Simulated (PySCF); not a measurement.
Vertical excitations of a molecule C5H6O2 from TDDFT-PBE/def2-SVPD (PySCF), as energy in eV (oscillator strength): 5.20 (0.011), 5.39 (0.003), 6.00 (0.000), 6.08 (0.010), 6.31 (0.015), 6.44 (0.006), 6.66 (0.011), 6.87 (0.008), 6.96 (0.044), 7.00 (0.007). Lowest triplet (TDA): 4.74 eV. The structure is a stationary point at B3LYP-D3(BJ)/def2-SVP. One conformer was computed; it need not be the lowest.

Q: Which structure fits?
(A) C=CC1OC(=C)O1
(B) O=C[C@@H]1CCC1=O
(C) C#C[C@H](C)C(=O)O
(D) C=C=CC(=O)OC

A: C, C#C[C@H](C)C(=O)O
